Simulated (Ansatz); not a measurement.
Born–Oppenheimer molecular dynamics of CH7FOSi (11 atoms, charge 0, multiplicity 1). It starts at the highest image of a converged band. Of that band: Neighbouring images differ by up to 3.2 eV, so the band resolves the path poorly. A vibrational analysis at the climbing image gives one clearly imaginary mode, 1491i cm⁻¹: a first-order saddle point.

These are results of RHF/def2-SVP (Ansatz 0.2.0), not measurements.

```yaml
ensemble: NVE (velocity Verlet)
time_step: 0.5 fs
steps_asked: 200
starting_velocities_drawn_for: 300 K
seed: 4790
```

First frame:

```xyz
11
Properties=species:S:1:pos:R:3
Si -0.477 0.706 -0.332
C 0.319 -1.272 -0.148
H -0.436 0.507 -1.796
H -1.897 0.764 0.026
O 0.523 1.989 -0.172
H 0.124 -0.499 0.889
F -0.162 0.404 1.637
H 0.592 -1.960 0.661
H 1.196 -1.155 -0.781
H -0.491 -1.751 -0.697
H 0.710 2.266 0.714
```

(1) How far do the bonds stretch over the last three quarters of this one trajectory? (Pairs bonded in most of those frames.)

Results:

(1) 
| bond | mean (Å) | spread (Å) | shortest | longest |
| --- | --- | --- | --- | --- |
| Si1–C2 | 1.874 | 0.069 | 1.77 | 2.01 |
| Si1–H3 | 1.484 | 0.026 | 1.44 | 1.53 |
| Si1–H4 | 1.484 | 0.016 | 1.46 | 1.51 |
| Si1–O5 | 1.666 | 0.038 | 1.61 | 1.72 |
| C2–H8 | 1.095 | 0.021 | 1.06 | 1.13 |
| C2–H9 | 1.098 | 0.025 | 1.05 | 1.14 |
| C2–H10 | 1.099 | 0.028 | 1.05 | 1.15 |
| O5–H11 | 0.950 | 0.032 | 0.90 | 1.00 |
| H6–F7 | 0.915 | 0.044 | 0.85 | 0.98 |

Mean temperature of the second half: 1765 K. The conserved energy stayed within 0.57 meV per atom of its start (net change -0.19 meV per atom), so the integration is sound. The system heated up, since it started high on the potential surface and ran downhill. A run of 0.1 ps of so small a system gives no equilibrium averages. The orbitals stay closed-shell, which can raise the energy where a bond breaks towards radicals; this wasn't checked here.

Run time: 3 min on 2 threads of Arm Neoverse V1 (shared host), peak memory 0.17 GiB.
